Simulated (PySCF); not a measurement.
## Bond dissociation energies of aluminum fluoride

System: aluminum fluoride, `[F][Al]([F])[F]` (AlF3). Non-hydrogen atoms are numbered in `[F:1][Al:2]([F:3])[F:4]`.

These are calculated values, PBE0-D3(BJ)/def2-TZVPP in PySCF (grid level 2) at geometries from PBE0-D3(BJ)/def2-SVP. Thermal corrections: PBE0-D3(BJ)/def2-SVP frequencies, unscaled, ideal gas at 298.15 K and 1 bar, quasi-RRHO entropy.

```csv
bond,r / Å,radicals,BDE(298 K) / kJ/mol,BDFE / kJ/mol,D₀ / kJ/mol,Dₑ / kJ/mol
F1–Al2,1.643,F• + [F][Al][F],619,574,615,624
```

Homolysis to relaxed radicals in the gas phase.

The single points of this level took 3.9 s of wall time on 1 thread of Arm Neoverse V1 (shared host), launched as `OMP_NUM_THREADS=1 python redox_run.py task.json out`.
